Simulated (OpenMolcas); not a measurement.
# Tb3+: moving or changing the point charges

Tb3+ among 4 point charges of -1 e arranged as a tetrahedron (Td), 2.58 Å from the ion.
```
   1.4896    1.4896    1.4896  -1.00
   1.4896   -1.4896   -1.4896  -1.00
  -1.4896    1.4896   -1.4896  -1.00
  -1.4896   -1.4896    1.4896  -1.00
```

| Property | Result |
| --- | --- |
| Program | OpenMolcas 26.06 |
| Method | CASSCF |
| Basis | ANO-RCC-VDZP [7s6p4d2f1g] |
| Scalar Hamiltonian | DKH2, point nucleus |
| Active space | 8 electrons in 7 orbitals (4f) |
| State averaging | 2S+1 = 7 even, 7 roots; 2S+1 = 5 even, 62 roots kept (CI in the orbitals of an earlier block); 2S+1 = 3 even, 3 roots kept (CI in the orbitals of an earlier block, 0 in the spin-orbit step) |
| Spin-orbit coupling | RASSI with atomic mean-field integrals over the reference wave functions |

Runs around this geometry, states (labels of Td). Energies in cm-1 above the lowest state or level, χT in cm3 K/mol; under a threefold ground state the first gap can be a small split of the lowest multiplet, not the spin-orbit step.

```
R (Å)  Ground state  First state of that spin  First gap with spin-orbit (degeneracies)  Width of lowest J  χT at 300 K
 2.58           7T1                  7T2 52.0                                2.4 (2, 3)                 56       11.790
 2.71           7T1                  7T2 41.3                                1.9 (2, 3)                 44       11.792
 3.05           7T1                  7T2 23.6                                1.1 (2, 3)                 24       11.795
```

Taking the width of the lowest J multiplet as R^-n, n = -ln(24 / 56) / ln(3.05 / 2.58) = 5.1 between the shortest and longest distance.

High states are left out of the spin-orbit mixing, which shifts the levels that they would mix with. This is an electrostatic model: the charges have no orbitals. No measured value stands beside these numbers.
